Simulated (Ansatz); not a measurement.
Start from `C[CH]1[CH2][GaH]1` and change one atom or group to get `[GeH3][CH]1[CH2][GaH]1`.

Ansatz, PBE0-D4/def2-TZVP geometries, multiplicity 1. 

Scalar relativity is left out up to krypton.

```tsv
property	`C[CH]1[CH2][GaH]1`
HOMO–LUMO gap (PBE/def2-TZVPP) / eV	2.24
size of the dipole moment (PBE/def2-TZVPP) / D	0.44
LUMO energy (PBE/def2-TZVPP) / eV	-2.19
HOMO–LUMO gap (ωB97M-V/def2-TZVPP) / eV	7.83
size of the dipole moment (ωB97M-V/def2-TZVPP) / D	0.71
HOMO energy (PBE/def2-TZVPP) / eV	-4.43
```

Problem. What does the change do to each property? (An estimate is asked.)

Solution. Computed: 
| property | `[GeH3][CH]1[CH2][GaH]1` | shift |
| --- | --- | --- |
| HOMO–LUMO gap (PBE/def2-TZVPP) / eV | 3.21 | 0.97 |
| size of the dipole moment (PBE/def2-TZVPP) / D | 1.15 | 0.71 |
| LUMO energy (PBE/def2-TZVPP) / eV | -1.85 | 0.34 |
| HOMO–LUMO gap (ωB97M-V/def2-TZVPP) / eV | 8.51 | 0.68 |
| size of the dipole moment (ωB97M-V/def2-TZVPP) / D | 1.59 | 0.88 |
| HOMO energy (PBE/def2-TZVPP) / eV | -5.06 | -0.63 |

With PBE0 the HOMO falls by 0.43 eV and the LUMO rises by 0.31 eV, so the gap widens by about 0.74 eV. PBE moves the HOMO by -0.63 eV and ωB97M-V by -0.22 eV. Dipoles are sizes alone; their direction can turn.
